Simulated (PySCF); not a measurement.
# How methods differ on the interval between two levels of Cr⁺

Cr⁺ [Ar] 3d5 [6S5/2, M_J = 5/2] → Cr⁺ [Ar] 3d4 4p1 [6F11/2, M_J = 11/2], as a difference of total energies. Calculation: PySCF 2.14, in x2c-TZVPall-2c with one added diffuse shell each of s, p, d type (7s8p5d1f, 63 functions); the two-component X2C-1e Hamiltonian. Correlated levels: [Ne] frozen; the 6 highest virtual spinors dropped. "Screened" scales the spin-orbit matrix elements by Boettger's factors to mimic the two-electron term; Breit and QED terms are absent.

```json
{"method": "GHF (spin-free)", "interval between two levels (cm⁻¹)": "39622", "error (cm⁻¹)": "-8130"}
{"method": "GMP2 (spin-free)", "interval between two levels (cm⁻¹)": "47355", "error (cm⁻¹)": "-397"}
{"method": "GHF (screened spin-orbit)", "interval between two levels (cm⁻¹)": "40031", "error (cm⁻¹)": "-7720"}
{"method": "GMP2 (screened spin-orbit)", "interval between two levels (cm⁻¹)": "47787", "error (cm⁻¹)": "+35"}
```

Reference: 47752 cm⁻¹ (measured; NIST Handbook of Basic Atomic Spectroscopic Data (Sansonetti and Martin, J. Phys. Chem. Ref. Data 34, 1559 (2005))).

Errors of the correlated levels include the incompleteness of this basis and the frozen core.

The labels give the starting determinants; with spin-orbit coupling the two ends relaxed to ⟨J²⟩ = 8.75, ⟨L²⟩ = 0.00, ⟨S²⟩ = 8.75 and ⟨J²⟩ = 35.75, ⟨L²⟩ = 12.01, ⟨S²⟩ = 8.75.
